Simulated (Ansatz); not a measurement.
Molecule: aminoborane, sum formula BNH$_{4}$, charge 0, multiplicity 1. 
Structure (B3LYP-D3(BJ)/def2-TZVP (Ansatz, a first-principles code) minimum search):
SMILES: BN
```xyz
6

B     -0.7766     0.0323    -0.0041
N      0.6098    -0.0254     0.0032
H     -1.3984    -0.9854    -0.0254
H     -1.3119     1.0982     0.0110
H      1.1972     0.7922     0.0209
H      1.1274    -0.8889    -0.0085
```
Charge 0, spin multiplicity 1.

Basis-set convergence of Hartree-Fock and CCSD correlation energies (hartree) with Ansatz. Valence correlation only, unless marked. No spin-orbit coupling. Non-relativistic.

```tsv
basis	functions	E(HF)	E(corr, CCSD)
aug-cc-pVDZ	82	-81.50518	-0.30381
aug-cc-pVTZ	184	(withheld)	(withheld)
```

Task: Complete the blanks.

Result: 
- aug-cc-pVTZ, E(HF): -81.52783
- aug-cc-pVTZ, E(corr, CCSD): -0.35470
